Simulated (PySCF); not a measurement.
# C₆ coefficients of unlike pairs at PBE

Calculated with PySCF 2.14 from the dipole response of each species, C₆(A,B) = (3/π) ∫ α_A(iu) α_B(iu) du, in atomic units, from isotropic polarisabilities. For ions this is the dispersion term alone; charge-induced terms of lower order in 1/R come first.

```
species           configuration                                                                            basis     relativity  α (bohr³)  C₆ (like pair)
   Mg²⁺               [Ne] (1S)                                                           def2-QZVPPD (9s5p5d2f)           none     0.5012          0.5889
     Ga  [Ar] 3d10 4s2 4p1 (2P)  x2c-QZVPPall with one added diffuse shell each of s, p, d, f type (12s8p6d5f1g)  spin-free X2C      61.51           521.0
    P³⁺           [Ne] 3s2 (1S)                                                         aug-cc-pV(D+d)Z (5s4p3d)           none      6.679           16.66
   Au³⁺      [Xe] 4f14 5d8 (3F)  x2c-TZVPPall with one added diffuse shell each of s, p, d, f type (12s8p8d4f1g)  spin-free X2C      6.152           35.52
```

Question: Estimate C₆ for Au³⁺ with Mg²⁺.

Answer: The integral gives 4.261. The combination rule 2 C_A C_B / (C_A α_B/α_A + C_B α_A/α_B) gives 4.133 and the geometric mean 4.573.

No spin-orbit coupling is included.

The other pairs:

```tsv
pair	C₆
Ga, Mg²⁺	9.581
Au³⁺, Ga	100.5
Au³⁺, P³⁺	21.86
P³⁺, Mg²⁺	2.229
P³⁺, Ga	86.28
```
